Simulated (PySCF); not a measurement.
**The 20-electron isoelectronic series, spin-free X2C**

Calculated with PySCF 2.14 from differences of total energies of unrestricted determinants, without spin-orbit coupling. Each ion has its own even-tempered basis scaled to its charge (18s12p8d4f3g for the first); frozen: [Ne]. Ionisation energies in eV, correlation energies of the ion in mhartree.

| ion | configuration | UHF | LDA | PBE | PBE0 | r2SCAN | MP2 (outer shells) | E_corr MP2 | NIST (with spin-orbit, Breit and QED) |
| --- | --- | --- | --- | --- | --- | --- | --- | --- | --- |
| Te³²⁺ | [Ar] 3d2 (3F) | 1974.4 | 1973.8 | 1974.4 | 1974.8 | 1976.1 | 1974.2 | -443.8 | 1979 ± 4 (t) |
| I³³⁺ | [Ar] 3d2 (3F) | 2087.0 | 2086.3 | 2086.9 | 2087.3 | 2088.6 | 2086.8 | -446.7 | 2093 ± 5 (t) |
| Xe³⁴⁺ | [Ar] 3d2 (3F) | 2202.6 | 2201.9 | 2202.5 | 2202.9 | 2204.2 | 2202.4 | -449.6 | 2209 ± 5 (t) |
| Cs³⁵⁺ | [Ar] 3d2 (3F) | 2321.3 | 2320.5 | 2321.2 | 2321.6 | 2322.9 | 2321.0 | -451.4 | 2329 ± 5 (t) |
| Ba³⁶⁺ | [Ar] 3d2 (3F) | 2443.1 | 2442.2 | 2442.9 | 2443.3 | 2444.7 | 2442.8 | -453.8 | 2452 ± 5 (t) |
| La³⁷⁺ | [Ar] 3d2 (3F) | 2567.9 | 2567.0 | 2567.7 | 2568.2 | 2569.6 | 2567.6 | -455.6 | 2577 ± 4 (t) |
| Ce³⁸⁺ | [Ar] 3d2 (3F) | 2695.9 | 2694.8 | 2695.6 | 2696.1 | 2697.5 | 2695.6 | -458.5 | 2706 ± 4 (t) |
| Pr³⁹⁺ | [Ar] 3d2 (3F) | 2826.9 | 2825.8 | 2826.6 | 2827.1 | 2828.6 | 2826.6 | -459.8 | 2838 ± 4 (t) |
| Nd⁴⁰⁺ | [Ar] 3d2 (3F) | 2961.0 | 2959.9 | 2960.7 | 2961.2 | 2962.7 | 2960.7 | -461.6 | 2974 ± 4 (t) |
| Pm⁴¹⁺ | [Ar] 3d2 (3F) | 3098.2 | 3097.0 | 3097.9 | 3098.3 | 3099.9 | 3097.9 | -463.8 | 3112 ± 4 (t) |

Each ion has its own basis, which adds noise of up to about 0.1 % along the series.

NIST values marked (s) are semi-empirical, (t) theoretical. Open shells are high-spin determinants of the terms that Hund's rules give.

Spin-orbit coupling of the open shells is absent from the calculated values and included in NIST's; it grows fast with Z.
